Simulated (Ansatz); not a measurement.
C3H9In, charge -1, doublet, at a GFN2-xTB geometry (such geometries of metal compounds can be far from the true shape) (a state made from the parent by changing its charge; the spin is typed, not shown lowest) (core potentials on In) (a gas-phase anion, which may not be bound at this level). Base run: CAM-B3LYP/def2-SVP (Ansatz, an electronic-structure program).

Input for Ansatz:
Ansatz 0.2 input:
```yaml
crystal:
  periodic: [false, false, false]
  atoms:
    - {symbol: In, position_ang: [0.22895215, -0.16807644, -0.26351026]}
    - {symbol: C, position_ang: [-1.80926510, -1.27579263, 0.16821116]}
    - {symbol: H, position_ang: [-2.45964441, -1.35056491, -0.70933650]}
    - {symbol: H, position_ang: [-2.33948104, -0.68307554, 0.91992638]}
    - {symbol: H, position_ang: [-1.68602985, -2.28557070, 0.57284125]}
    - {symbol: C, position_ang: [-0.48277658, 2.02480246, -0.75890346]}
    - {symbol: H, position_ang: [0.33778056, 2.74398803, -0.84848395]}
    - {symbol: H, position_ang: [-1.11262313, 2.34780293, 0.07569829]}
    - {symbol: H, position_ang: [-1.08403774, 2.09670777, -1.67097867]}
    - {symbol: C, position_ang: [1.16469395, 0.07809696, 1.88858965]}
    - {symbol: H, position_ang: [2.06055072, 0.70724590, 1.90551002]}
    - {symbol: H, position_ang: [1.42074487, -0.87121702, 2.37005108]}
    - {symbol: H, position_ang: [0.40817104, 0.56778820, 2.50939061]}
basis:
  gaussian:
    orbitals: def2-SVP
hamiltonian:
  xc: cam_b3lyp
total_charge: -1
magnetization: {spin_polarized: true, initial_magnetization: 1}
```

Each row names what was changed in the base input (with any setting that the change needs).

| change | basis functions | E (Eh) | core-seconds (rough) |
|---|---|---|---|
| base | 113 | -309.64133 | 6 |
| basis = STO-3G | 51 | -5803.12151 | 5 |
| basis = 3-21G | 78 | -5836.78756 | 7 |
| basis = def2-SV(P) | 86 | -309.61810 | 5 |
| basis = def2-SVPD | 164 | -309.65950 | 20 |
| basis = def2-TZVP | 197 | -309.79710 | 10 |
| basis = def2-TZVPD | 248 | -309.80020 | 20 |
| basis = def2-TZVPP | 269 | -309.80074 | 20 |

Totals compare only among sets that treat the same electrons; sets with core potentials leave the core out.

A gas-phase anion may not be bound at this level; its values then depend on the basis.
